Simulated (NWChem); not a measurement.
System: PbHSBr, singlet; SMILES [Pb]([Br])[SH]

NWChem input:

```
start job
memory heap 200 mb stack 900 mb global 1100 mb
geometry units angstroms noautoz
  Pb     0.521853    -0.534416     0.000000
  Br    -0.331635     1.954621     0.000000
  S     -1.792741    -1.589651     0.000000
  H     -1.287583    -2.845795     0.000000
end
basis spherical
  Pb library def2-svp
  Br library def2-svp
  S library def2-svp
  H library def2-svp
end
ecp
  Pb library def2-ecp
end
dft
  xc b3lyp
  iterations 150
  vectors input atomic output neutral.movecs
end
task dft energy
charge 1
dft
  odft
  mult 2
  vectors input atomic output cation.movecs
end
task dft energy
```

NWChem printed, in part:

```
             Northwest Computational Chemistry Package (NWChem) 7.3.0
             --------------------------------------------------------

 CS  symmetry detected

                             Geometry "geometry" -> ""
                             -------------------------

 Output coordinates in angstroms (scale by  1.889725989 to convert to a.u.)

  No.       Tag          Charge          X              Y              Z
 ---- ---------------- ---------- -------------- -------------- --------------
    1 Pb                  82.0000     0.48672336    -0.53196277     0.00000000
    2 Br                  35.0000    -0.24081654     1.99675877     0.00000000
    3 S                   16.0000    -1.87789637    -1.46974730     0.00000000
    4 H                    1.0000    -1.43639441    -2.74965291     0.00000000

 Effective nuclear repulsion energy (a.u.)     952.2332212767

      Symmetry information
      --------------------

 Group name             Cs
 Group number              2
 Group order               2
 No. of unique centers     4

                                 NWChem DFT Module
                                 -----------------

 Summary of "ao basis" -> "ao basis" (spherical)
 ------------------------------------------------------------------------------
       Tag                 Description            Shells   Functions and Types
 ---------------- ------------------------------  ------  ---------------------
 Pb                         def2-svp                10       26   4s4p2d
 Br                         def2-svp                12       32   5s4p3d
 S                          def2-svp                 8       18   4s3p1d
 H                          def2-svp                 3        5   2s1p

      Symmetry analysis of basis
      --------------------------

        a'         57
        a"         24

            General Information
            -------------------
          SCF calculation type: DFT
          Wavefunction type:  closed shell.
          No. of atoms     :     4
          No. of electrons :    74
           Alpha electrons :    37
            Beta electrons :    37
          Charge           :     0
          Spin multiplicity:     1
          Use of symmetry is: on ; symmetry adaption is: on
          Maximum number of iterations: 150
          AO basis - number of functions:    81
                     number of shells:    33
          Convergence on energy requested:  1.00D-06
          Convergence on density requested:  1.00D-05
          Convergence on gradient requested:  5.00D-04

              XC Information
              --------------
                         B3LYP Method XC Potential
                     Hartree-Fock (Exact) Exchange  0.200
                        Slater Exchange Functional  0.800 local
                    Becke 1988 Exchange Functional  0.720 non-local
              Lee-Yang-Parr Correlation Functional  0.810
                  VWN I RPA Correlation Functional  0.190 local

             Grid Information
             ----------------
          Grid used for XC integration:  medium
          Radial quadrature: Mura-Knowles
          Angular quadrature: Lebedev.
          Tag              B.-S. Rad. Rad. Pts. Rad. Cut. Ang. Pts.
          ---              ---------- --------- --------- ---------
          Pb                  1.80      123          10.0       590
          Br                  1.15      112          12.0       590
          S                   1.00       88          10.0       590
          H                   0.35       45          12.0       434
          Grid pruning is: on
          Number of quadrature shells:   368
          Spatial weights used:  Erf1

      Superposition of Atomic Density Guess
      -------------------------------------

 Sum of atomic energies:       -3189.29249925

      Non-variational initial energy
      ------------------------------

 Total energy =   -3161.916669
 1-e energy   =   -5105.379796
 2-e energy   =    1624.080414
 HOMO         =      -0.281140
 LUMO         =      -0.043789

      Symmetry analysis of molecular orbitals - initial
      -------------------------------------------------

  Numbering of irreducible representations:

     1 a'          2 a"

  Orbital symmetries:

     1 a'          2 a'          3 a'          4 a'          5 a'
     6 a"          7 a'          8 a'          9 a'         10 a'
    11 a"         12 a'         13 a'         14 a"         15 a'
    16 a'         17 a'         18 a"         19 a'         20 a'
    21 a"         22 a'         23 a"         24 a'         25 a'
    26 a'         27 a"         28 a"         29 a'         30 a'
    31 a'         32 a'         33 a'         34 a"         35 a'
    36 a"         37 a'         38 a"         39 a'         40 a'
    41 a'         42 a'         43 a'         44 a'         45 a"
    46 a'         47 a"

   convergence    iter        energy       DeltaE   RMS-Dens  Diis-err
 ---------------- ----- ----------------- --------- --------- ---------
 d= 0,ls=0.0,diis     1  -3165.5108041705 -3.48D+03  2.55D-02  5.03D-01
 d= 0,ls=0.0,diis     2  -3165.3116632802  1.99D-01  1.69D-02  1.51D+00
 d= 0,ls=0.0,diis     3  -3165.5841495973 -2.72D-01  3.52D-03  3.52D-02
 d= 0,ls=0.0,diis     4  -3165.5899167527 -5.77D-03  1.49D-03  7.88D-03
 d= 0,ls=0.0,diis     5  -3165.5912104303 -1.29D-03  4.47D-04  8.83D-04
  Resetting Diis
 d= 0,ls=0.0,diis     6  -3165.5913719056 -1.61D-04  4.87D-05  2.10D-05
 d= 0,ls=0.0,diis     7  -3165.5913749786 -3.07D-06  3.42D-05  7.64D-07
 d= 0,ls=0.0,diis     8  -3165.5913747360  2.43D-07  2.09D-05  1.99D-06
 d= 0,ls=0.0,diis     9  -3165.5913751540 -4.18D-07  2.64D-06  3.53D-08

         Total DFT energy =    -3165.591375153960
      One electron energy =    -5107.573162998298
           Coulomb energy =     1756.188363245587
    Exchange-Corr. energy =     -133.589288420102
 Nuclear repulsion energy =      319.382713018853

 Numeric. integr. density =       74.000002856592

                  Occupations of the irreducible representations
                  ----------------------------------------------

                     irrep           alpha         beta
                     --------     --------     --------
                     a'               27.0         27.0
                     a"               10.0         10.0

                       DFT Final Molecular Orbital Analysis
                       ------------------------------------

 Vector   35  Occ=2.000000D+00  E=-2.839980D-01  Symmetry=a'
              MO Center= -2.3D-01,  1.0D+00,  1.0D-15, r^2= 4.3D+00
   Bfn.  Coefficient  Atom+Function         Bfn.  Coefficient  Atom+Function
  ----- ------------  ---------------      ----- ------------  ---------------
    42      0.353352  2 Br py                41      0.345619  2 Br px
    39      0.313249  2 Br py                38      0.306529  2 Br px
    11      0.217513  1 Pb px                36     -0.209269  2 Br py
    35     -0.205033  2 Br px                69     -0.201189  3 S  px
     3      0.192199  1 Pb s                 66     -0.158401  3 S  px

 Vector   36  Occ=2.000000D+00  E=-2.578789D-01  Symmetry=a"
              MO Center= -1.5D+00, -8.1D-01, -3.6D-15, r^2= 3.8D+00
   Bfn.  Coefficient  Atom+Function         Bfn.  Coefficient  Atom+Function
  ----- ------------  ---------------      ----- ------------  ---------------
    71      0.572430  3 S  pz                68      0.396705  3 S  pz
    43     -0.282384  2 Br pz                40     -0.233162  2 Br pz
    65      0.227562  3 S  pz                37      0.156496  2 Br pz
    13      0.099698  1 Pb pz                16      0.092717  1 Pb pz
    34     -0.050867  2 Br pz                18      0.050240  1 Pb d -1

 Vector   37  Occ=2.000000D+00  E=-2.564547D-01  Symmetry=a'
              MO Center= -6.1D-01,  2.7D-01,  9.2D-15, r^2= 5.5D+00
   Bfn.  Coefficient  Atom+Function         Bfn.  Coefficient  Atom+Function
  ----- ------------  ---------------      ----- ------------  ---------------
    41      0.440571  2 Br px                69      0.392727  3 S  px
    38      0.370612  2 Br px                66      0.273316  3 S  px
    35     -0.247883  2 Br px                 3     -0.243012  1 Pb s
    11     -0.231537  1 Pb px                 4     -0.198511  1 Pb s
     1      0.166156  1 Pb s                 63      0.156588  3 S  px

 Vector   38  Occ=0.000000D+00  E=-1.090534D-01  Symmetry=a"
              MO Center=  2.7D-01, -5.1D-01, -1.0D-14, r^2= 4.3D+00
   Bfn.  Coefficient  Atom+Function         Bfn.  Coefficient  Atom+Function
  ----- ------------  ---------------      ----- ------------  ---------------
    13      0.567862  1 Pb pz                16      0.552488  1 Pb pz
    71     -0.297579  3 S  pz                43     -0.225289  2 Br pz
    10     -0.189489  1 Pb pz                 7     -0.183807  1 Pb pz
    68     -0.167517  3 S  pz                40     -0.148653  2 Br pz
    37      0.099587  2 Br pz                65     -0.095763  3 S  pz

 Vector   39  Occ=0.000000D+00  E=-4.353491D-02  Symmetry=a'
              MO Center=  4.6D-01, -4.0D-01, -1.2D-15, r^2= 5.2D+00
   Bfn.  Coefficient  Atom+Function         Bfn.  Coefficient  Atom+Function
  ----- ------------  ---------------      ----- ------------  ---------------
    15      0.821458  1 Pb py                42      0.486263  2 Br py
    12      0.465488  1 Pb py                31     -0.362416  2 Br s
     3      0.331507  1 Pb s                 39      0.234792  2 Br py
    30     -0.180478  2 Br s                 36     -0.162186  2 Br py
     9     -0.159914  1 Pb py                41     -0.160512  2 Br px

[...]
```

Level: B3LYP/def2-SVP with def2 effective core potentials on Pb, vertical spin-unrestricted ions. Low-valent species are run as closed-shell singlets; no triplet was tried in these runs. Coordinates come from a PBE0/def2-SVP optimisation. def2 effective core potentials on Pb; no spin-orbit coupling.
